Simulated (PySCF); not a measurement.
An element was calculated at PBE0 (PySCF 2.14, ECP, a triple-zeta basis, no spin-orbit coupling), in the ground configurations that NIST lists.

- electron affinity: 0.891 eV
- first ionisation energy: 9.037 eV
- second ionisation energy: 16.533 eV
- third ionisation energy: 24.749 eV
- polarisability of the atom: 45.7 bohr³

Question: Which element is it?

Answer: Antimony (Sb, Z = 51), in aug-cc-pwCVTZ-PP with ECP28MDF. NIST lists 8.608, 16.626 ± 0.025, 25.323 eV for these ionisation energies.
